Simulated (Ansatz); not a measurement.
Relative stability

The two ends of one reaction step of CH₈AlAs, singlet (PBE0-D4/def2-TZVP).

A:

```xyz
11
angstrom
Al -0.7062 -0.6913 -0.2679
C 0.9904 -1.4388 0.3685
H -1.0380 -0.6719 -1.8262
H -1.8761 -0.3868 0.7678
H 0.5919 1.1566 -0.4420
As -0.0678 2.5404 -0.3455
H 1.8115 -1.3030 -0.3403
H 1.2946 -1.0230 1.3329
H 0.8708 -2.5196 0.5137
H -0.4700 2.3145 1.1026
H -1.4009 2.0229 -0.8634
```

B:

Al1  (-1.225, 0.021, -0.001)
C2  (1.375, -1.221, 0.298)
H3  (-1.631, -0.972, -1.171)
H4  (-1.615, -0.306, 1.502)
H5  (0.784, -0.895, 1.161)
As6  (-0.183, 2.156, -0.543)
H7  (2.153, -0.487, 0.099)
H8  (1.809, -2.189, 0.544)
H9  (0.765, -1.353, -0.602)
H10  (-1.100, 2.888, 0.427)
H11  (-1.133, 2.358, -1.715)
(Å)

Ansatz 0.2.0; basis: def2-TZVPP; cores frozen in the correlated methods. Filled d shells of the heavier atoms are correlated. The def2 sets are not built for correlating such inner shells, so the correlated values are less sure here. B3LYP uses VWN-RPA correlation.

**Question.** Which structure is lower at CCSD(T), and by how much? (To be estimated.)

**Answer.** The calculation gives: B, by 0.651 eV (electronic energy, against the other). By their contacts, A is a complex of CH₅Al ([CH3][AlH2]) + AsH₃ and B is a complex of AlAsH₄ ([AlH2][AsH2]) + CH₄.

All methods give the same order:

| method | E(B) − E(A) (eV) |
| --- | --- |
| SPW92 | -0.613 |
| PBE-D4 | -0.651 |
| BLYP-D4 | -0.607 |
| r2SCAN-D4 | -0.655 |
| B97M-V | -0.585 |
| PBE0-D4 | -0.681 |
| B3LYP-D4 | -0.637 |
| r2SCAN0-D4 | -0.682 |
| BHLYP-D4 | -0.669 |
| CAM-B3LYP-D4 | -0.619 |
| wB97X-V | -0.638 |
| wB97M-V | -0.616 |
| B2PLYP | -0.656 |
| PBE-QIDH | -0.695 |
| RPA on PBE | -0.615 |
| HF | -0.705 |
| MP2 | -0.678 |
| CCSD | -0.654 |
| CCSD(T) | -0.651 |

The T1 diagnostic stays at or below 0.011.

Labels in which every atom is bracketed show which atoms are joined, not bond orders.

For scale, one of the runs: CCSD(T)/def2-TZVPP, 233 basis functions, launched by `ansatz run in.yaml --threads 4 --pin off --events-out ev --progress --plain --max-ram 9574MiB`. Hardware: 4 CPU threads of an Arm Neoverse V2, shared host. Wall time 100 s; peak host memory 3.9 GiB.
